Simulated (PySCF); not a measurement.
A geometry optimisation, step by step.

Sn(NH2)Me3, C₃H₁₁NSn.
Bonds: Sn1–N2, Sn1–C5, Sn1–C9, Sn1–C13. Hydrogens: H3, H4 on N2; H6, H7, H8 on C5; H10, H11, H12 on C9; H14, H15, H16 on C13.

Computed by this run: PySCF, PBE0-D3(BJ)/def2-SVP geometry optimisation, gas phase, def2 core potentials past Kr; density fitting, grid level 1; the optimiser is geomeTRIC in internal coordinates, started from a GFN2-xTB structure with every atom displaced at random (about 0.03 Å). The frame can shift and turn from step to step; on so coarse a grid that alone can change the energy by a few meV, and forces under 0.02 eV/Å are noise.

Step 0: E = -10602.3457 eV, largest atomic force 4.618 eV/Å
```
atom  x, y, z in Å  |  force x, y, z in eV/Å
Sn1     0.073   -0.100    0.107   -1.658   1.358  -0.584
N2      0.090   -0.236    2.128    1.045   1.254   1.635
H3     -0.853   -0.249    2.571    1.100   0.306  -0.288
H4      0.750    0.499    2.589   -1.920  -1.722  -0.878
C5      2.095   -0.029   -0.567    0.967   1.087   2.185
H6      2.167   -0.132   -1.615    0.121  -0.339  -1.643
H7      2.665   -0.819   -0.040   -0.125   0.003  -0.318
H8      2.621    0.948   -0.289   -0.841  -0.969  -0.263
C9     -1.046    1.836   -0.467    1.328  -2.767  -1.751
H10    -1.096    1.873   -1.575    0.076   0.023   0.248
H11    -0.546    2.686   -0.126    1.151   1.750   0.797
H12    -2.034    1.827   -0.113   -1.786  -0.164   0.828
C13    -1.141   -1.784   -0.585    2.881  -1.444   3.308
H14    -2.120   -1.804   -0.151   -0.943   0.163   0.165
H15    -0.561   -2.728   -0.184   -1.097   1.561  -0.718
H16    -1.098   -1.820   -1.616   -0.299  -0.100  -2.721
```

Step 1: E = -10603.0192 eV, largest atomic force 0.625 eV/Å
```
atom  x, y, z in Å  |  force x, y, z in eV/Å
Sn1     0.033   -0.052    0.107   -0.058  -0.076   0.372
N2      0.086   -0.208    2.160    0.136  -0.370  -0.321
H3     -0.823   -0.195    2.609   -0.136   0.046   0.038
H4      0.664    0.491    2.606    0.138   0.230   0.165
C5      2.067   -0.002   -0.569    0.136  -0.063   0.159
H6      2.138   -0.128   -1.658   -0.020  -0.069   0.022
H7      2.639   -0.793   -0.061   -0.008  -0.069  -0.121
H8      2.535    0.956   -0.303   -0.060   0.089  -0.008
C9     -0.987    1.717   -0.469   -0.103   0.251  -0.306
H10    -1.028    1.749   -1.570   -0.050   0.131   0.032
H11    -0.453    2.605   -0.102   -0.132   0.046  -0.011
H12    -2.015    1.691   -0.080    0.043   0.127   0.013
C13    -1.102   -1.733   -0.576    0.544  -0.254   0.174
H14    -2.113   -1.729   -0.152   -0.117   0.074  -0.177
H15    -0.581   -2.626   -0.204   -0.059  -0.130  -0.017
H16    -1.097   -1.777   -1.673   -0.255   0.036  -0.012
```

Step 2: E = -10603.0600 eV, largest atomic force 0.528 eV/Å
```
atom  x, y, z in Å  |  force x, y, z in eV/Å
Sn1     0.032   -0.052    0.118   -0.367   0.375  -0.058
N2      0.110   -0.230    2.164    0.078  -0.203  -0.146
H3     -0.799   -0.214    2.616   -0.099   0.022   0.037
H4      0.684    0.473    2.616    0.078   0.134   0.074
C5      2.072   -0.019   -0.551    0.022  -0.059  -0.030
H6      2.135   -0.155   -1.643   -0.023  -0.003   0.084
H7      2.642   -0.818   -0.055   -0.020  -0.037  -0.027
H8      2.533    0.943   -0.292    0.022   0.077  -0.007
C9     -1.013    1.775   -0.493    0.160  -0.246   0.055
H10    -1.061    1.825   -1.591    0.002   0.008  -0.010
H11    -0.488    2.672   -0.123   -0.060  -0.092   0.002
H12    -2.043    1.765   -0.101    0.098   0.025   0.001
C13    -1.075   -1.768   -0.566    0.214   0.029  -0.036
H14    -2.097   -1.755   -0.163   -0.023   0.032  -0.096
H15    -0.570   -2.671   -0.203    0.031  -0.110   0.045
H16    -1.095   -1.804   -1.668   -0.113   0.048   0.112
```

Step 3: E = -10603.0734 eV, largest atomic force 0.149 eV/Å
```
atom  x, y, z in Å  |  force x, y, z in eV/Å
Sn1     0.021   -0.040    0.121   -0.112   0.074  -0.064
N2      0.114   -0.232    2.161    0.071   0.004   0.096
H3     -0.798   -0.214    2.615    0.011   0.014   0.006
H4      0.687    0.480    2.615   -0.062  -0.045  -0.040
C5      2.062   -0.017   -0.546    0.010   0.010  -0.007
H6      2.117   -0.157   -1.635   -0.006   0.012   0.016
H7      2.626   -0.822   -0.055   -0.012  -0.003   0.005
H8      2.527    0.948   -0.292    0.018  -0.018  -0.018
C9     -1.006    1.766   -0.495    0.023  -0.040   0.001
H10    -1.054    1.822   -1.593    0.002  -0.003  -0.002
H11    -0.484    2.660   -0.122   -0.006  -0.032   0.005
H12    -2.034    1.765   -0.102    0.019   0.015  -0.006
C13    -1.063   -1.768   -0.563    0.106  -0.034  -0.008
H14    -2.091   -1.751   -0.175   -0.011  -0.007  -0.014
H15    -0.563   -2.680   -0.203   -0.029   0.038  -0.004
H16    -1.097   -1.795   -1.663   -0.021   0.017   0.034
```

Step 4: E = -10603.0751 eV, largest atomic force 0.035 eV/Å
```
atom  x, y, z in Å  |  force x, y, z in eV/Å
Sn1     0.014   -0.034    0.122    0.005   0.000   0.032
N2      0.116   -0.235    2.167   -0.006  -0.034  -0.009
H3     -0.795   -0.216    2.623    0.001   0.002  -0.004
H4      0.684    0.480    2.617    0.011   0.026   0.000
C5      2.056   -0.017   -0.545   -0.016   0.007   0.000
H6      2.107   -0.159   -1.634   -0.003   0.005  -0.008
H7      2.615   -0.827   -0.056   -0.005   0.000   0.009
H8      2.530    0.944   -0.296    0.017  -0.010  -0.003
C9     -1.006    1.765   -0.498   -0.020   0.021  -0.006
H10    -1.051    1.822   -1.596    0.006  -0.007   0.000
H11    -0.482    2.656   -0.123    0.012  -0.001   0.002
H12    -2.034    1.772   -0.107   -0.006   0.005  -0.004
C13    -1.054   -1.767   -0.562   -0.013   0.004  -0.023
H14    -2.086   -1.754   -0.181    0.001  -0.012   0.009
H15    -0.555   -2.677   -0.203    0.007  -0.006   0.008
H16    -1.092   -1.789   -1.661    0.010   0.002  -0.003
```

Step 5: E = -10603.0756 eV, largest atomic force 0.025 eV/Å
```
atom  x, y, z in Å  |  force x, y, z in eV/Å
Sn1     0.010   -0.031    0.124    0.004  -0.010   0.019
N2      0.116   -0.236    2.168    0.002  -0.010   0.001
H3     -0.794   -0.216    2.625   -0.003  -0.001  -0.001
H4      0.683    0.483    2.615    0.003   0.011  -0.002
C5      2.052   -0.018   -0.544   -0.009   0.003  -0.004
H6      2.100   -0.160   -1.634    0.000   0.000  -0.006
H7      2.606   -0.831   -0.056   -0.002  -0.002   0.003
H8      2.533    0.940   -0.296    0.009  -0.004   0.002
C9     -1.007    1.769   -0.499   -0.018   0.017   0.000
H10    -1.049    1.824   -1.597    0.006  -0.004   0.000
H11    -0.480    2.657   -0.123    0.010   0.004  -0.001
H12    -2.035    1.780   -0.109   -0.005   0.001  -0.003
C13    -1.051   -1.768   -0.563   -0.022   0.004  -0.010
H14    -2.083   -1.762   -0.183    0.004  -0.007   0.008
H15    -0.548   -2.676   -0.203    0.008   0.000   0.001
H16    -1.087   -1.789   -1.661    0.012  -0.003  -0.007
```

Step 6: E = -10603.0759 eV, largest atomic force under 0.02 eV/Å
```
atom  x, y, z in Å  |  force x, y, z in eV/Å
Sn1     0.005   -0.028    0.128   -0.004  -0.002   0.006
N2      0.116   -0.235    2.172    0.003   0.012   0.000
H3     -0.794   -0.216    2.630    0.000  -0.002  -0.001
H4      0.679    0.490    2.614   -0.003  -0.003   0.000
C5      2.045   -0.020   -0.544    0.002  -0.001  -0.004
H6      2.090   -0.162   -1.634    0.001  -0.002   0.000
H7      2.593   -0.840   -0.057    0.001  -0.003  -0.005
H8      2.538    0.931   -0.296   -0.005  -0.001   0.005
C9     -1.009    1.775   -0.498    0.001   0.001   0.007
H10    -1.045    1.826   -1.596    0.002   0.000  -0.001
H11    -0.476    2.660   -0.122    0.000   0.004  -0.003
H12    -2.039    1.793   -0.112    0.001  -0.002  -0.001
C13    -1.046   -1.769   -0.564   -0.014  -0.001   0.005
H14    -2.079   -1.775   -0.186    0.004   0.000  -0.001
H15    -0.535   -2.674   -0.204    0.006   0.003  -0.005
H16    -1.077   -1.789   -1.663    0.005  -0.003  -0.004
```

**Question.** Summarise the path.

**Answer.** The energy falls by 16.84 kcal/mol from step 0 to step 6; nine tenths of that is first reached at step 1. It falls at every step. The largest force goes from 4.618 to under 0.02 eV/Å. Among the bonds Sn1–C9 changes most, from 2.309 to 2.161 Å; the atoms move by 0.075 Å rms after alignment.

**Question.** Follow the three bonds and two angles with the largest change from start to end.

**Answer.** 
```json
{"step": "0", "E above end (kcal/mol)": "16.84", "largest force (eV/Å)": "4.618", "Sn1–C9 (Å)": "2.309", "C13–H15 (Å)": "1.179", "N2–H4 (Å)": "1.091", "H14–C13–H16 (°)": "116.3", "Sn1–C13–H15 (°)": "103.6"}
{"step": "1", "E above end (kcal/mol)": "1.31", "largest force (eV/Å)": "0.625", "Sn1–C9 (Å)": "2.122", "C13–H15 (Å)": "1.099", "N2–H4 (Å)": "1.011", "H14–C13–H16 (°)": "113.0", "Sn1–C13–H15 (°)": "106.2"}
{"step": "2", "E above end (kcal/mol)": "0.37", "largest force (eV/Å)": "0.528", "Sn1–C9 (Å)": "2.192", "C13–H15 (Å)": "1.097", "N2–H4 (Å)": "1.014", "H14–C13–H16 (°)": "110.5", "Sn1–C13–H15 (°)": "108.3"}
{"step": "3", "E above end (kcal/mol)": "0.06", "largest force (eV/Å)": "0.149", "Sn1–C9 (Å)": "2.167", "C13–H15 (Å)": "1.101", "N2–H4 (Å)": "1.020", "H14–C13–H16 (°)": "108.9", "Sn1–C13–H15 (°)": "109.4"}
{"step": "4", "E above end (kcal/mol)": "0.02", "largest force (eV/Å)": "0.035", "Sn1–C9 (Å)": "2.159", "C13–H15 (Å)": "1.099", "N2–H4 (Å)": "1.018", "H14–C13–H16 (°)": "108.3", "Sn1–C13–H15 (°)": "109.8"}
{"step": "5", "E above end (kcal/mol)": "0.01", "largest force (eV/Å)": "0.025", "Sn1–C9 (Å)": "2.159", "C13–H15 (Å)": "1.099", "N2–H4 (Å)": "1.019", "H14–C13–H16 (°)": "108.3", "Sn1–C13–H15 (°)": "109.7"}
{"step": "6", "E above end (kcal/mol)": "0.00", "largest force (eV/Å)": "under 0.02", "Sn1–C9 (Å)": "2.161", "C13–H15 (Å)": "1.099", "N2–H4 (Å)": "1.019", "H14–C13–H16 (°)": "108.5", "Sn1–C13–H15 (°)": "109.5"}
```

The cost below is that of the whole optimisation. Hardware: one thread, Intel Xeon Platinum 8488C (x86_64), on a shared host. Cost: 64 s of wall time, 0.52 GiB resident at most.
